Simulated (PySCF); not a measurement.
Spectrum to structure. Computed with PySCF, TDDFT CAM-B3LYP/def2-SVPD, vertical, gas phase, core orbitals frozen in the response. Geometries: GFN2-xTB, one conformer each.

```
state  λ (nm)       f
   S1   267.5  0.0000
   S2   205.0   0.035
   S3   197.0  0.0066
   S4   188.9   0.031
   S5   177.0   0.063
   S6   172.4  0.0018
   S7   162.5  0.0053
   S8   161.5   0.017
```

Triplets computed (Tamm–Dancoff): 4.17, 5.67, 5.97 eV.

Task: Which structure fits? All have the formula C6H12S.
A. `CC(C)[C@H]1CCS1`
B. `CS[C@@H](C)C1CC1`
C. `CS[C@@H]1CC[C@H]1C`

Result: A. Its S1, at 4.64 eV, is the lowest among the candidates; the nearest of the others has S1 at 5.29 eV. S1 is HOMO→LUMO (82%), HOMO→LUMO+4 (9%). Löwdin shares by element: HOMO sulfur 70%, carbon 18% or more; LUMO sulfur 51%, carbon 18% or more, hydrogen 4% or more (atoms not listed hold the other 28%). At the same level the other candidates give, for their lowest levels:
- `CS[C@@H](C)C1CC1`: 231 nm (f 0.000); 202 nm (f 0.026); 196 nm (f 0.012); 183 nm (f 0.018); 176 nm (f 0.004); T1 4.92 eV; HOMO -7.53, LUMO 1.27 eV
- `CS[C@@H]1CC[C@H]1C`: 234 nm (f 0.000); 203 nm (f 0.030); 194 nm (f 0.013); 187 nm (f 0.017); 173 nm (f 0.003); T1 4.88 eV; HOMO -7.51, LUMO 1.24 eV

Conformer computed: `[CH3:1][CH:2]([CH3:3])[C@H:4]1[CH2:5][CH2:6][S:7]1`: C1–C2–C4–C5 -169°.
